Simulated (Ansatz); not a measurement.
Job for Ansatz (an electronic-structure program): U-PBE0/def2-TZVPP on NaLi-, 2S+1 = 4, a spin state set in the input, which need not be the lowest. Charge -1.

Ansatz 0.2 input:
```yaml
crystal:
  periodic: [false, false, false]
  atoms:
    - {symbol: Li, position_ang: [0.00000000, 0.00000000, 0.00000000]}
    - {symbol: Na, position_ang: [0.00000000, 0.00000000, 2.79300000]}
basis:
  gaussian:
    orbitals: def2-TZVPP
hamiltonian:
  xc: {name: PBE0}
total_charge: -1
magnetization: {spin_polarized: true, initial_magnetization: 3}
relax: {f_tol: 0.002, max_steps: 120}
```

Output:

```
WARN ansatz: RAYON_NUM_THREADS=2 ignored (pool sized by the plan → 2); use --threads N
Functional definition: PBE0
integrals: 0.01 GiB planned
431 factors; their error is unknown
mean field: 0.14 GiB planned
mean field evaluation 1: about -4615.9824 eV, gradient 2.7e0 eV
mean field evaluation 2: about -4616.0204 eV, gradient 1.9e0 eV
mean field evaluation 4: about -4616.0362 eV, gradient 1.2e-1 eV
mean field evaluation 8: about -4616.0655 eV, gradient 1.2e-2 eV
mean field evaluation 16: about -4616.0655 eV, gradient 2.7e-5 eV
mean field evaluation 32: about -4615.7131 eV, gradient 1.2e0 eV
mean field evaluation 64: about -4615.7570 eV, gradient 8.9e-1 eV
mean field -4616.06553938 eV, -169.6372796907 hartree, gradient 7.6e-6 eV, S^2 3.750013; 13 other end points of the search recorded, 0 dependent functions left out
the calculation of the forces begins
reference -4616.06556546 eV, -169.6372806491 hartree; 9, 6 occupied and 42, 45 virtual orbitals, 431 factors
relax step   1: F+E_penalty+E_count = -4616.06553938 eV  Δ(F+E_penalty+E_count) = +0.000e0 eV  max|allowed force component| = 4.742e-1 eV/Å  Δτ_max = 0.0000 Å  (181 SCF iters, accepted)
these checks for a lower state are left out or cut short: starts, cluster_reference, orbital_swaps, neighbouring_geometries, increment
integrals: 0.01 GiB planned
431 factors; their error is unknown
mean field: 0.14 GiB planned
mean field -4616.13479091 eV, -169.6398246375 hartree, gradient 9.9e-6 eV, S^2 3.750012; 0 other end points of the search recorded, 0 dependent functions left out
the calculation of the forces begins
reference -4616.13481727 eV, -169.6398256059 hartree; 9, 6 occupied and 42, 45 virtual orbitals, 431 factors
relax step   2: F+E_penalty+E_count = -4616.13479091 eV  Δ(F+E_penalty+E_count) = -6.925e-2 eV  max|allowed force component| = 2.806e-1 eV/Å  Δτ_max = 0.0930 Å  (48 SCF iters, accepted)
these checks for a lower state are left out or cut short: starts, cluster_reference, orbital_swaps, neighbouring_geometries, increment
integrals: 0.01 GiB planned
431 factors; their error is unknown
mean field: 0.14 GiB planned
mean field evaluation 96: about -4616.1855 eV, gradient 2.4e-5 eV
mean field -4616.18552992 eV, -169.6416892615 hartree, gradient 5.0e-6 eV, S^2 3.750013; 0 other end points of the search recorded, 0 dependent functions left out
the calculation of the forces begins
reference -4616.18555667 eV, -169.6416902446 hartree; 9, 6 occupied and 42, 45 virtual orbitals, 431 factors
relax step   3: F+E_penalty+E_count = -4616.18552992 eV  Δ(F+E_penalty+E_count) = -5.074e-2 eV  max|allowed force component| = 7.442e-2 eV/Å  Δτ_max = 0.1510 Å  (45 SCF iters, accepted)
these checks for a lower state are left out or cut short: starts, cluster_reference, orbital_swaps, neighbouring_geometries, increment
integrals: 0.01 GiB planned
431 factors; their error is unknown
mean field: 0.14 GiB planned
mean field -4616.18830205 eV, -169.6417911356 hartree, gradient 7.8e-6 eV, S^2 3.750013; 0 other end points of the search recorded, 0 dependent functions left out
the calculation of the forces begins
reference -4616.18832917 eV, -169.6417921322 hartree; 9, 6 occupied and 42, 45 virtual orbitals, 431 factors
relax step   4: F+E_penalty+E_count = -4616.18830205 eV  Δ(F+E_penalty+E_count) = -2.772e-3 eV  max|allowed force component| = 4.391e-2 eV/Å  Δτ_max = 0.1584 Å  (43 SCF iters, accepted)
these checks for a lower state are left out or cut short: starts, cluster_reference, orbital_swaps, neighbouring_geometries, increment
integrals: 0.01 GiB planned
431 factors; their error is unknown
mean field: 0.14 GiB planned
mean field evaluation 128: about -4616.1914 eV, gradient 4.0e-6 eV
mean field -4616.19135179 eV, -169.6419032114 hartree, gradient 4.0e-6 eV, S^2 3.750013; 0 other end points of the search recorded, 0 dependent functions left out
the calculation of the forces begins
reference -4616.19137870 eV, -169.6419042005 hartree; 9, 6 occupied and 42, 45 virtual orbitals, 431 factors
relax step   5: F+E_penalty+E_count = -4616.19135179 eV  Δ(F+E_penalty+E_count) = -3.050e-3 eV  max|allowed force component| = 1.392e-2 eV/Å  Δτ_max = 0.0903 Å  (44 SCF iters, accepted)
these checks for a lower state are left out or cut short: starts, cluster_reference, orbital_swaps, neighbouring_geometries, increment
integrals: 0.01 GiB planned
431 factors; their error is unknown
mean field: 0.14 GiB planned
mean field -4616.19159886 eV, -169.6419122911 hartree, gradient 9.5e-6 eV, S^2 3.750013; 0 other end points of the search recorded, 0 dependent functions left out
the calculation of the forces begins
reference -4616.19162581 eV, -169.6419132814 hartree; 9, 6 occupied and 42, 45 virtual orbitals, 431 factors
relax step   6: F+E_penalty+E_count = -4616.19159886 eV  Δ(F+E_penalty+E_count) = -2.471e-4 eV  max|allowed force component| = 2.746e-3 eV/Å  Δτ_max = 0.0149 Å  (39 SCF iters, accepted)
these checks for a lower state are left out or cut short: starts, cluster_reference, orbital_swaps, neighbouring_geometries, increment
integrals: 0.01 GiB planned
431 factors; their error is unknown
mean field: 0.14 GiB planned
mean field -4616.19160928 eV, -169.6419126739 hartree, gradient 5.3e-6 eV, S^2 3.750013; 0 other end points of the search recorded, 0 dependent functions left out
the calculation of the forces begins
reference -4616.19163624 eV, -169.6419136646 hartree; 9, 6 occupied and 42, 45 virtual orbitals, 431 factors
relax step   7: F+E_penalty+E_count = -4616.19160928 eV  Δ(F+E_penalty+E_count) = -1.042e-5 eV  max|allowed force component| = 1.581e-4 eV/Å  Δτ_max = 0.0040 Å  (35 SCF iters, accepted)
integrals: 0.01 GiB planned
431 factors; their error is unknown
mean field: 0.14 GiB planned
mean field evaluation 160: about -4616.1916 eV, gradient 4.0e-3 eV
mean field evaluation 192: about -4616.1355 eV, gradient 1.0e-1 eV
mean field -4616.19160928 eV, -169.6419126739 hartree, gradient 5.3e-6 eV, S^2 3.750013; 11 other end points of the search recorded, 0 dependent functions left out
the calculation of the forces begins
reference -4616.19163624 eV, -169.6419136646 hartree; 9, 6 occupied and 42, 45 virtual orbitals, 431 factors
Total energy: -4616.19163624 eV, -169.6419136646 hartree
Atom 0 at     0.000000     0.000000    -0.330957 Å, force    -0.000000     0.000000     0.000158 eV/Å
Atom 1 at    -0.000000    -0.000000     3.123957 Å, force     0.000000    -0.000000    -0.000158 eV/Å
Dipole moment:     0.000000    -0.000000     0.586025 e Å
```

Self-consistency was reached.

Cost: around 8 core-seconds (rough).
